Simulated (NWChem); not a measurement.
Molecule: CH3ClSTe; SMILES S(C)[Te]Cl

Program: NWChem. The geometry was optimised at PBE0/def2-SVP. No frequency run checked for a minimum. def2 effective core potentials on Te; no spin-orbit coupling. One conformer.

Diagonal of the polarisability tensor at B3LYP/def2-SVPD, static: 86.54, 120.51, 74.91 bohr³.

Problem. Find the mean polarisability volume, the molar refraction, and the refractive index that an ideal gas of it would have at 273.15 K and 1 atm.

Solution. 
1. Mean: one third of the trace = 93.99 bohr³ × 0.14818 Å³/bohr³ = 13.93 Å³.
2. Molar refraction (Lorentz-Lorenz): (4π/3) N_A α = 35.1 cm³/mol.
3. Number density p/kT = 2.687 × 10⁻⁵ Å⁻³; n − 1 = 2π N α = 23.51 × 10⁻⁴.
4. These hold the electronic response alone: vibrational and orientational terms add to the static dielectric constant.
